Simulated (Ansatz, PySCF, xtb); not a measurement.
CH4OSe (SMILES CO[SeH]) and CH4 (SMILES C) are pulled apart as rigid monomers along the line of their centres of mass, from the B3LYP-D3(BJ)/def2-TZVP minimum. Starting geometry (charge 0, multiplicity 1):
```xyz
12

C      1.835     0.806     0.802
O      0.438     0.769     0.523
Se    -0.241    -0.885     0.226
H      2.093     0.179     1.658
H      2.065     1.848     1.032
H      2.422     0.490    -0.065
H      0.169    -0.978    -1.196
C     -0.046     0.002     3.951
H      0.209    -0.977     3.548
H     -0.910    -0.091     4.606
H      0.799     0.390     4.519
H     -0.278     0.683     3.133
```

Interaction energies with rigid monomers; basis-set methods are counterpoise corrected unless marked otherwise.

Correlated levels freeze the cores. Filled d and f shells under p-block atoms count as core. Rows in 6-31G* carry no dispersion term and start afresh at each structure (6-31G* with six Cartesian d functions); the Pople sets are all-electron and without relativity.

The values were computed with Ansatz (Gaussian basis) for Hartree–Fock, density functionals and correlated methods; PySCF for 6-31G* rows; xtb for the GFN methods. Each number belongs to the level named beside it.

```tsv
O2···H12 (Å)	GFN1-xTB (kcal/mol)	HF/aug-cc-pVDZ (kcal/mol)	B3LYP/6-31G* (kcal/mol)	PBE0/def2-TZVPPD (kcal/mol)	CCSD/aug-cc-pVDZ (kcal/mol)
2.45	-0.75	2.31	1.54	0.47	-0.02
2.71	-1.02	0.83	0.55	-0.24	-0.79
3.10	-0.82	0.12	___	-0.39	-0.83
3.76	-0.46	-0.05	0.05	-0.21	-0.44
4.83	-0.17	-0.02	0.00	-0.04	___
```

Q: Complete the blanks.

A: 
- 4.83, CCSD/aug-cc-pVDZ (kcal/mol): -0.13
- 3.10, B3LYP/6-31G* (kcal/mol): 0.14

Ansatz is a first-principles code.
